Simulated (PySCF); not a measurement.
**Bi₂: energy against distance**

Set-up: PySCF, scalar-relativistic core potentials, basis sets Bi def2-TZVPP with ECP60. Energies in eV from Bi + Bi in their ground configurations at the same level. State: ¹Σg⁺ (singlet), closed shell.

Curves on a restricted Hartree–Fock reference rise too fast on stretching and do not dissociate correctly.

```json
{"R (Å)": "2.247", "r²SCANh": "-0.203", "r²SCAN0": "-0.093", "RHF-MP2": "-0.496", "M06": "-1.837"}
{"R (Å)": "2.352", "r²SCANh": "-1.199", "r²SCAN0": "-1.059", "RHF-MP2": "-1.538", "M06": "-2.973"}
{"R (Å)": "2.456", "r²SCANh": "-1.741", "r²SCAN0": "-1.571", "RHF-MP2": "-2.135", "M06": "-3.643"}
{"R (Å)": "2.535", "r²SCANh": "-1.933", "r²SCAN0": "-1.740", "RHF-MP2": "-2.377", "M06": "-3.922"}
{"R (Å)": "2.613", "r²SCANh": "-1.988", "r²SCAN0": "-1.773", "RHF-MP2": "-2.492", "M06": "-4.057"}
{"R (Å)": "2.691", "r²SCANh": "-1.941", "r²SCAN0": "-1.703", "RHF-MP2": "-2.514", "M06": "-4.083"}
{"R (Å)": "2.796", "r²SCANh": "-1.763", "r²SCAN0": "-1.494", "RHF-MP2": "-2.446", "M06": "-3.991"}
{"R (Å)": "2.927", "r²SCANh": "-1.418", "r²SCAN0": "-1.110", "RHF-MP2": "-2.269", "M06": "-3.739"}
{"R (Å)": "3.083", "r²SCANh": "-0.906", "r²SCAN0": "-0.553", "RHF-MP2": "-2.007", "M06": "-3.319"}
{"R (Å)": "3.292", "r²SCANh": "-0.165", "r²SCAN0": "0.246", "RHF-MP2": "-1.686", "M06": "-2.676"}
```

Question: Put a parabola through the three lowest points of the r²SCANh curve and estimate Re, k and ωe (reduced mass 104.5 u; 1 eV/Å² = 0.16022 mdyn/Å; ωe = 1302.8·√(k/μ) cm⁻¹).

Answer: Through R = 2.535, 2.613, 2.691 Å the second-order coefficient is 8.38 eV/Å², so Re ≈ 2.616 Å, k ≈ 2.69 mdyn/Å and ωe ≈ 209 cm⁻¹. A polynomial fit of higher order to the unrounded r²SCANh energies gives Re = 2.613 Å, k = 2.67 mdyn/Å, ωe = 208 cm⁻¹; anharmonicity and rounding make the difference.

The higher-order fit for each curve: r²SCANh: Re = 2.613 Å, ωe = 208 cm⁻¹, De = 1.99 eV; r²SCAN0: Re = 2.595 Å, ωe = 215 cm⁻¹, De = 1.78 eV; RHF-MP2: Re = 2.675 Å, ωe = 172 cm⁻¹, De = 2.52 eV; M06: Re = 2.673 Å, ωe = 194 cm⁻¹, De = 4.09 eV.

Correlated steps freeze 8 core orbitals. Closed-shell solutions of metal pairs were not tested for spin polarisation, which can lower them a little. These are scalar-relativistic numbers at best; spin–orbit coupling would shift them, the dissociation energy most. Where the molecule has an RHF reference, its open-shell atoms are computed with UHF.
